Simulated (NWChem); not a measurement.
BNH2F2; SMILES NB(F)F

```xyz
6

B     -0.0006    -0.0412     0.0000
F      1.1322    -0.7497     0.0000
F     -1.1569    -0.7105     0.0000
N      0.0236     1.3587     0.0000
H     -0.8169     1.9161     0.0000
H      0.8834     1.8860     0.0000
```
Atoms are numbered in this order, from 1.

Results from NWChem. Pople sets run with spherical d functions. Coordinates come from a B3LYP/6-31G* (spherical d) optimisation. Atomic charges in e: unrestrained fits to the electrostatic potential beside Mulliken populations; buried atoms are poorly determined by the fit.

For level Hartree-Fock/6-31G*:

```yaml
ESP B1: 1.05
Mulliken B1: 1.02
Mulliken F2: -0.41
Mulliken F3: -0.41
ESP N4: -1.13
Mulliken N4: -0.97
```

Problem. What are these values for level B3LYP/def2-SVP?

Solution. 
| Item | Value |
|---|---|
| ESP B1 | 0.83 |
| Mulliken B1 | 0.14 |
| Mulliken F2 | -0.14 |
| Mulliken F3 | -0.14 |
| ESP N4 | -0.91 |
| Mulliken N4 | -0.12 |
